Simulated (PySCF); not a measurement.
Static response to an electric field

C5H8ClFSi.
Geometry (GFN2-xTB, Å), atoms numbered from 1 in this order:
```
atom  x, y, z in Å
C1    -2.4688   -0.2155    0.4952
C2    -1.3041   -0.0906   -0.1073
C3    -0.5087    1.1627   -0.4092
Si4    1.0744    0.1133   -0.6592
C5     2.2110    0.0655    0.8685
Cl6    3.2162    1.5442    0.8589
C7    -0.3605   -1.1859   -0.5515
F8    -0.2582   -2.2399    0.3401
H9    -2.8968   -1.1836    0.6928
H10   -3.0333    0.6426    0.8194
H11   -0.8723    1.6607   -1.3071
H12   -0.5360    1.8933    0.3968
H13    1.8378    0.1916   -1.9013
H14    1.6618    0.0627    1.8074
H15    2.8953   -0.7790    0.8659
H16   -0.6653   -1.6330   -1.5028
```

Level: B3LYP/def2-SVPD (PySCF), static field, nuclei fixed, core orbitals frozen in the response. The polarisability tensor in these axes (au):

```
x   123.49  10.92  -4.22
y    10.92  92.42   1.05
z    -4.22   1.05  84.18
```

Task: Give the principal values, the mean and the anisotropy Δα = √{½[(α1 − α2)² + (α2 − α3)² + (α1 − α3)²]}.

Result: Principal values 83.00, 89.82 and 127.26 au; mean 100.03 au = 14.82 Å³ = 16.49 × 10⁻⁴⁰ C²·m²/J; Δα = 41.28 au (41 % of the mean).

Task: What is the dipole moment, and where does it point?

Result: (-0.79, 0.31, -0.93) D, 1.26 D in size, pointing from the negative to the positive side. Measured along this direction, the outermost atoms are H15 at the negative end and H11 at the positive end.

Task: What would n − 1 = 2πNα be for an ideal gas of these molecules at 400 K and 1 atm, electronic part alone?

Result: N = p/kT = 1.8347 × 10¹⁹ cm⁻³, so n − 1 = 2π × N × 14.82 × 10⁻²⁴ cm³ = 1709 × 10⁻⁶ at long wavelengths.

Task: In a dilute gas of rigid molecules at 400 K, how does the orientational term μ²/3kT compare with the electronic polarisability?

Result: In Gaussian units μ²/3kT = 9.58 Å³ against 14.82 Å³, a ratio of 0.65; the Debye molar polarisation (4π/3)N_A(α + μ²/3kT) is 61.6 cm³/mol, leaving out the vibrational part.

Task: Give the principal axes and the span of the nuclei along them.

Result: Largest value along (0.95, 0.30, -0.09), where the nuclei span 6.61 Å; middle along (-0.25, 0.90, 0.35), 3.82 Å; least along (0.18, -0.31, 0.93), 3.87 Å. 

Task: Find the Langevin capture rate constant for NO+ (29.998 u) meeting this molecule (150.007 u), k = 2.342 × 10⁻⁹ cm³/s × √(α in Å³ / reduced mass in u).

Result: The reduced mass is 25.00 u, so k = 1.80 × 10⁻⁹ cm³/s. The formula leaves out the permanent dipole, which adds to the capture rate.

The structure is a single GFN2-xTB conformer in the gas phase; no vibrational or solvent corrections.
